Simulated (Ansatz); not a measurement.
Program: Ansatz. Geometries: PBE0-D4/def2-TZVP. ΔE: electronic, gas phase. CCSD(T)/CBS adds triple-zeta CCSD(T) − MP2 to the extrapolated MP2 energy (def2 sets, frozen cores). DFT in def2-TZVPP. For Ga, Se outer-core shells are correlated without core-valence functions, which leaves a few kJ/mol of doubt a bond. Scalar relativity is left out up to krypton. One conformer a species, not always the lowest.

Reaction (redistribution): `O=C=N[SiH2]F` + `[F][Ga]([F])[SeH]` → `F[SiH2][SeH]` + `O=C=[N][Ga]([F])[F]`

`O=C=N[SiH2]F`:

```xyz
7

O    -1.539    1.961   -1.681
C    -0.897    1.281   -0.992
N    -0.222    0.608   -0.271
Si    0.527   -0.654    0.575
F    -0.067   -2.043    0.075
H     1.972   -0.638    0.281
H     0.226   -0.514    2.012
```

`[F][Ga]([F])[SeH]`:

Cartesian coordinates in Å:
```
F 1.253 0.611 -1.819
Ga 0.494 0.178 -0.317
F 1.542 0.230 1.071
Se -1.712 -0.412 -0.193
H -1.577 -0.606 1.258
```

`F[SiH2][SeH]`:

```xyz
6

F    -0.030   -0.272   -1.784
Si   -0.483    0.048   -0.286
Se    0.898   -0.880    1.241
H    -0.500    1.520   -0.150
H    -1.809   -0.569   -0.065
H     1.924    0.153    1.044
```

`O=C=[N][Ga]([F])[F]`:

```xyz
6

O     0.696   -2.124   -1.717
C     0.667   -1.196   -1.023
N     0.721   -0.223   -0.312
Ga   -0.347    0.825    0.682
F    -2.049    0.551    0.828
F     0.313    2.168    1.542
```

| level | ΔE (kJ/mol) |
| --- | --- |
| r2SCAN-D4 | 76.3 |
| B2PLYP | 77.1 |
| PBE-QIDH | 71.7 |
| PBE0 | 74.5 |

(1) What does CCSD(T)/CBS give? (An estimate is asked.)

Largest T1 diagnostic among the species: 0.016.

Results:

(1) Computed: +72.3 kJ/mol. The listed levels differ from it by 4.0, 4.8, -0.6, 2.2 kJ/mol.

In def2-TZVPP, CCSD(T) changes the Hartree–Fock value by −7.8 kJ/mol (the triples alone add −1.1 kJ/mol) and MP2 by −7.0 kJ/mol. At CCSD(T), def2-SVP lies −3.5 kJ/mol from the extrapolated value and def2-TZVPP −2.7 kJ/mol.
